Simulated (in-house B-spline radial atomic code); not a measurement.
A calculation on Eu⁵⁰⁺: its settings, and results tabulated from the run. All numbers are computed (scalar-relativistic (X2C) HSE06, spin-polarised, spherical fractional occupations; Fermi nucleus of rms radius 5.1115 fm) with an all-electron radial atomic-structure program (B-spline basis), not measured.

Command:
```bash
python run_scf.py task.json out
```
Settings (nuclear radius in fm, mass in u):
```
Z                63
configuration    [Ne] 3s2 3p1
hamiltonian      x2c
method           hse06
spin_polarised   True
nucleus          fermi
rms_radius       5.1115
atomic_mass      152.92124
speed_of_light   137.035999084
```

Output (hartree, bohr):
```
 radial grid: 55 intervals, B-splines of order 8, outer radius 1.3609 bohr

 iter        energy (Eh)    residual
    1       -8248.331934    9.21e+00
    2       -8282.525288    5.51e-01
    3       -8282.639525    2.57e-01
    4       -8282.664581    1.20e-01
    5       -8282.671569    7.88e-03
    6       -8282.671599    3.08e-06
    7       -8282.671599    3.33e-08

 total energy                     -8282.67160
 kinetic                            9181.7793
 electron-nucleus                 -18189.7089
 Hartree                             850.8865
 exact exchange                      -30.7757
 exchange-correlation                -94.8528

 orbital      occ     eigenvalue          <r>       <r^2>       <1/r>       r_max
 1s up      1.000     -1910.9292     0.021597 0.000644962      75.216     0.01336
 1s down    1.000     -1910.7856    0.0215957 0.000644886       75.22     0.01336
 2s up      1.000      -419.0751    0.0929905    0.010245     17.6249     0.07979
 2s down    1.000      -418.9640    0.0929701   0.0102393     17.6262     0.07979
 2p up      3.000      -388.7466    0.0819774  0.00818361     15.5834     0.06407
 2p down    3.000      -388.5768    0.0819855  0.00818431     15.5806      0.0641
 3s up      1.000      -169.4801     0.224918   0.0577131     7.05539      0.2143
 3s down    1.000      -168.9369     0.225055   0.0577884     7.04945      0.2143
 3p up      1.000      -159.7849     0.218779   0.0553183     6.46331       0.207

 Slater integrals (Eh)
   F0(3s up,3s up)               3.990691
   F0(3s up,3s down)             3.989487
   F0(3s up,3p up)               4.042378
   G1(3s up,3p up)               2.588540
   F0(3s down,3s down)           3.988285
   F0(3s down,3p up)             4.041126
   F0(3p up,3p up)               4.110053
   F2(3p up,3p up)               2.049000
```

Run time, properties included: 0.47 s on 1 thread of Arm Neoverse N1, with other jobs on the host.

Caution: exact exchange at fractional occupations of open shells leaves self-interaction of up to several eV.

One-electron X2C: radii and densities carry no picture-change correction, so inner-shell <1/r> comes out high (for 1s by about 2 % at Z = 33, 5 % at 54, 10 % at 75, 30 % at 118) and <r> low.
